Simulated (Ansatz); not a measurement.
Reaction (ligand exchange at the Si–C bond): `N#C[SiH2]CF` + HI → `FC[SiH2]I` + `C#N`

Program: Ansatz. Geometries: PBE0-D4/def2-TZVP. ΔE: electronic, gas phase. CCSD(T)/CBS is the MP2 limit (def2-TZVPP, def2-QZVPP) plus CCSD(T) − MP2 in def2-TZVPP, frozen cores. This one scheme is used for every species. Functionals use def2-TZVPP. B3LYP here is the variant with VWN-RPA as its local correlation; programs differ in this. Elements past krypton have def2 core potentials. For I outer-core shells are correlated without core-valence functions, which leaves a few kJ/mol of doubt a bond. One conformer a species, not always the lowest.

```tsv
level	ΔE (eV)
B3LYP-D4	-0.44
SCS-MP2/def2-QZVPP	-0.49
```

Question: What does CCSD(T)/CBS give? (Estimate.)

Answer: The calculation gave: -0.51 eV. The listed levels differ from it by 0.07, 0.02 eV.

Largest T1 diagnostic among the species: 0.014.

The D4 term adds −0.04 eV with B3LYP and −0.02 eV with PBE0; it sums over pairs of atoms, weighted by their polarisabilities, and B3LYP, whose exchange is more repulsive, gets the larger term.
